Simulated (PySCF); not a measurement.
From computed data to an observable: dipole moment from atomic charges

C3F5, SMILES FC(F)([C]=C(F)F)F, multiplicity 2. Atoms are numbered in the order given.

```xyz
8

F     -0.8874     2.5510     0.0000
C     -0.1290     1.4815     0.0000
F      1.1441     1.8132     0.0000
C     -0.5922     0.2493     0.0000
C     -0.0829    -1.1343     0.0000
F      1.2642    -1.1342     0.0000
F     -0.4924    -1.8139     1.0798
F     -0.4924    -1.8139    -1.0798
```
Charge 0, spin multiplicity 2.

The structure is a stationary point at B3LYP-D3(BJ)/def2-SVP. The isomer is the one that the SMILES or the coordinates give; other isomers of the formula were not compared.

Charges (e) from PySCF with PBE/def2-TZVP:

```
atom  ESP fit  Mulliken
----  -------  --------
F1     -0.080    -0.098
C2      0.314     0.324
F3     -0.082    -0.093
C4     -0.175    -0.198
C5      0.422     0.415
F6     -0.135    -0.115
F7     -0.132    -0.118
F8     -0.132    -0.118
```

The dipole moment of the full density is 1.07 D.

Question: What dipole moment does each set of point charges give, and which comes closer to that of the density?

Answer: 
μ = Σ q r, and 1 e Å = 4.8032 D.
ESP fit: Σ q r = (-0.035, 0.222, 0.000) e Å, |μ| = 1.08 D.
Mulliken: Σ q r = (-0.008, 0.100, 0.000) e Å, |μ| = 0.48 D.
ESP fit comes closer in size. Point charges leave out the atoms' own dipoles (lone pairs, polarised bonds); fits to the potential absorb them, partitions of the density don't.
